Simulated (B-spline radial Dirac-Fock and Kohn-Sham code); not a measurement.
# X-ray emission lines of Tl¹³⁺

System: Tl¹³⁺ in the configuration 1s2 2s2 2p6 3s2 3p6 3d10 4s2 4p6 4d10 4f14 5s2 5p6.

Input file task.json (cfg lists n, l and occupation; rrms is the nuclear radius in fm):

```json
{"items": [{
  "Z": 81,
  "q": 13,
  "cfg": [[1, 0, 2], [2, 0, 2], [2, 1, 6], [3, 0, 2], [3, 1, 6], [3, 2, 10], [4, 0, 2], [4, 1, 6], [4, 2, 10], [4, 3, 14], [5, 0, 2], [5, 1, 6]],
  "A": 205,
  "rrms": 5.4759,
  "do": ["binding"]
}]}
```

Command: `python xray_run.py task.json out`

These are calculated numbers from a radial B-spline solver; the model is ΔSCF Dirac-Fock with Breit, self-energy and vacuum polarisation, finite nucleus, configuration average. A line energy is the difference of two single-hole energies; the list is a selection of electric-dipole transitions between resolved j subshells. The model has no electron correlation.

| line | energy (eV) | wavelength (Å) |
| --- | --- | --- |
| K-N3 | 84918.5 | 0.14600 |
| K-N2 | 84805.9 | 0.14620 |
| K-M3 | 82567.6 | 0.15016 |
| K-M2 | 82108.3 | 0.15100 |
| K-L3 | 72868.3 | 0.17015 |
| K-L2 | 70826.1 | 0.17505 |
| L1-O3 | 15315.3 | 0.80954 |
| L1-N3 | 14746.4 | 0.84077 |
| L1-N2 | 14633.8 | 0.84725 |
| L2-N4 | 14298.9 | 0.86709 |
| L2-N1 | 13853.4 | 0.89497 |
| L3-O1 | 12544.5 | 0.98836 |
